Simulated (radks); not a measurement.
Excited configurations of O I: one electron is placed in a higher orbital outside [He] 2s2 2p3. The ground configuration is [He] 2s2 2p4. Calculated with a radial shooting solver on a logarithmic mesh with Libxc functionals: scalar-relativistic Kohn-Sham, PBEsol, spin-polarised, spherical densities, finite nucleus; open shells are filled with parallel spins first; Fermi nuclear charge, rms radius 2.6991 fm. Excitation = E - E(ground); binding = E(ion) - E, where the ion is the core of charge +1; n* = 1/sqrt(2 binding) in atomic units, and the quantum defect is n - n*.

| outer orbital | excitation (eV) | binding (eV) | eigenvalue (eV) | <r> (bohr) |
|---|---|---|---|---|
| 3p | 10.543 | 2.992 | -1.565 | 6.182 |
| 3d | 11.900 | 1.635 | -0.776 | 9.865 |
| 4p | 11.983 | 1.552 | -0.916 | 13.31 |
| 4f | 12.592 | 0.943 | -0.469 | 17.03 |
| 5p | 12.587 | 0.948 | -0.603 | 22.83 |
| 6s | 12.791 | 0.744 | -0.497 | 30.56 |
| 7s | 13.012 | 0.522 | -0.359 | 44.38 |

The Delta-SCF ionisation energy is 13.535 eV (NIST Atomic Spectra Database: 13.618 eV, measured). Self-interaction in the functional shifts the binding energies and quantum defects, so they are the method's values and not measured ones. Open shells are spherical and high-spin; term and fine-structure splittings are not resolved.
